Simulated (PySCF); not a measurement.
## Checking a proposed structure

A compound C$_{6}$H$_{11}$NSi gives the data below (simulated from a calculation) and was assigned the structure `C=C([SiH3])/C=N/C1CC1`.

¹³C{¹H} NMR (computed): δ 147.8 (C), 144.7 (CH2), 129.4 (CH2), 62.6 (C), 21.4 (CH3), 15.6 (CH2).

¹H NMR (500 MHz, computed): δ 7.40 (d, 1H), 7.06 (d, 1H), 5.77 (br s, 1H), 5.31 (br s, 1H), 3.01 (m, 1H), 2.98 (m, 1H), 1.79 (s, 3H), 1.76 (m, 1H), 1.29 (m, 1H).

[PySCF: NMR shieldings at PBE0/pcSseg-1/GIAO; GFN2-xTB structure; rapidly exchanging positions averaged; no relativistic terms; in vacuum; a single conformation]

References, each an isolated molecule treated in the same way: TMS for ¹H and ¹³C.

Problem. Compare with the shifts computed for the proposed structure, pairing carbons in order of shift.

Solution. Atom-mapped SMILES (the numbers label the heavy atoms): `[CH2:1]=[C:2]([SiH3:3])/[CH:4]=[N:5]/[CH:6]1[CH2:7][CH2:8]1`. Each H is labelled by its parent atom.

```tsv
atom	computed for proposal	given list	difference
C4	167.6	147.8	+19.8
C2	154.9	144.7	+10.2
C1	141.4	129.4	+12.0
C6	43.3	62.6	-19.3
C7	14.3	21.4	-7.1
C8	14.3	15.6	-1.3
```

The rms difference is 13.3 ppm and the largest +19.8 ppm at C4 (C=N carbon). The proposal also would give 5 carbon signals, not 6. The carbon types in order of shift don't match either: CH, C, CH2, CH, CH2, CH2 for the proposal against C, CH2, CH2, C, CH3, CH2 in the data. The proposal doesn't fit.

Problem. Which isomer fits?

Solution. `C=N[C@]1(C(=C)C)C[SiH2]1`.

1. Carbon types of the structure: 2 × C, 3 × CH2, 1 × CH3, leaving 2 H on heteroatoms.
2. δC 147.8: fully substituted alkene carbon; the olefinic region.
3. δC 144.7: C=N carbon.
4. δC 129.4: terminal =CH2 carbon; as expected for a trigonal carbon in a double bond.
5. δC 62.6, 15.6: three-membered-ring carbon.

Other isomers checked: C=CCN([SiH3])C1=CC1 (rms 16.7 ppm); CN(C)C1=C[SiH2]C=C1 (rms 19.2 ppm).

This is the structure that produced the data.

Shifts are as computed. Against solution values, carbons near 30 ppm lie about +3 ppm off and those near 130 ppm about +5 ppm. Of 1309 compounds with measured shifts, 239 miss one by over three times the rms of a fit or turn the order of signals round; such compounds aren't used in these exercises. Multiplicities follow the n + 1 count of equivalent neighbours, as no J values were calculated; m marks all less simple cases, F and P coupling included.
